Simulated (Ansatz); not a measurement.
Clusters of 3 atoms, IV-VI: PBE-D4/def2-TZVPD single points in Ansatz on relaxed structures, gas phase. Each cluster is the lowest isomer that a short search found in that spin, judged at the geometry's level, and lower ones may exist. Core potentials for Pb, Sn, Te, no spin–orbit coupling. HOMO and LUMO are taken over both spins. Singlets are spin-restricted. A dash marks a value that wasn't run or was left out as unsound. The structures are stationary points that may keep the symmetry of their start. Remarks come from the PBE and PBE0 runs and from stability tests at other levels; not every state was tested. A HOMO above zero means that the electron is unbound at that level and held by the basis, or that self-interaction error raises the level; the energy of removing that electron tells which. HOMO above LUMO (over both spins in singlets and doublets, within one spin in higher multiplets; at PBE or PBE0), or a gap under 0.15 eV within one spin, warns that the state may not be the lowest or that an electron is smeared out.

```tsv
species	atoms	state	geometry	HOMO (eV)	LUMO (eV)	gap (eV)	lowest of the spins relaxed	point group (within 0.1 Å)	remarks
SnSe2	3	singlet	PBE-D4/def2-TZVP	-4.90	-3.56	1.34	–	C2v	–
Si2Se	3	singlet	PBE-D4/def2-TZVP	-5.09	-4.02	1.07	–	C2v	–
PbS2⁻	3	doublet	PBE-D4/def2-TZVPD	-0.75	-0.08	0.67	doublet, of doublet/quartet	C2v	HOMO above zero (quartet)
SiO2⁻	3	doublet	PBE0-D4/def2-TZVPD	0.47	–	–	doublet, of doublet/quartet	C2v	HOMO above zero at PBE or PBE0, HOMO above zero (quartet)
PbS2	3	singlet	PBE-D4/def2-TZVP	-4.67	-3.58	1.10	–	C2v	–
GeTe2⁻	3	doublet	r2SCAN-D4/def2-TZVPD	-0.42	–	–	doublet, of doublet/quartet	C2v	HOMO above zero (quartet)
PbSe2⁻	3	doublet	r2SCAN-D4/def2-TZVPD	-0.77	-0.17	0.59	doublet, of doublet/quartet	C2v	HOMO above zero (quartet), gap within one spin near zero at PBE or PBE0 (quartet)
SiO2	3	singlet	PBE0-D4/def2-TZVP	-8.46	-4.49	3.96	–	D∞h	–
```

The gap (eV) runs from 0.59 (PbSe2⁻) to 3.96 (SiO2).
